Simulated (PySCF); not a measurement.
# Basis and Hamiltonian dependence of the excitation energy of Tc

Tc [Kr] 4d5 5s2 (6S) → Tc [Kr] 4d5 5s1 5p1 (8P). Calculated with PySCF 2.14 from differences of total energies of unrestricted determinants, without spin-orbit coupling. Values in eV.

```tsv
basis	Hamiltonian	functions	UHF	LDA	PBE0	MP2 (valence)	CCSD(T) (valence)	CCSD(T) (valence and next inner shell)
aug-cc-pVDZ-PP with ECP28MDF	ECP	54	0.765	2.299	1.821	1.722	1.905	n/a
def2-TZVPPD with the def2 core potential (28 electrons)	ECP	56	0.806	2.336	1.851	1.778	1.969	2.041
ANO-RCC-VTZP	spin-free X2C	68	0.823	n/a	n/a	1.780	1.972	2.037
x2c-TZVPPall	spin-free X2C	79	0.808	2.307	1.828	1.758	1.947	2.021
def2-QZVPPD with the def2 core potential (28 electrons)	ECP	88	0.775	2.311	1.827	1.815	1.974	n/a
aug-cc-pVTZ-PP with ECP28MDF	ECP	88	0.769	n/a	n/a	1.803	1.967	n/a
x2c-TZVPPall with one added diffuse shell each of s, p, d, f type	spin-free X2C	95	0.809	2.307	1.827	1.789	1.966	n/a
aug-cc-pVTZ-DK	spin-free X2C	102	0.780	2.286	1.806	1.806	1.976	n/a
aug-cc-pVTZ-PP with one added diffuse shell each of s, p, d, f, g type with ECP28MDF	ECP	113	0.769	2.288	1.807	1.808	n/a	n/a
x2c-QZVPPall	spin-free X2C	118	0.787	2.290	1.813	1.814	n/a	n/a
aug-cc-pwCVTZ-PP with ECP28MDF	ECP	122	0.770	2.288	1.807	1.818	n/a	n/a
dyall-av2z	non-relativistic	136	0.664	2.060	1.615	1.555	n/a	n/a
```

Frozen in the all-electron rows: valence: [Kr]; valence and next inner shell: [Ar] 3d10; with a core potential, the same shells as far as they lie outside it.

Non-relativistic rows lack the scalar-relativistic shift.

Reference for a calculation without spin-orbit coupling: 2.112 eV (measured, between term centres; NIST).
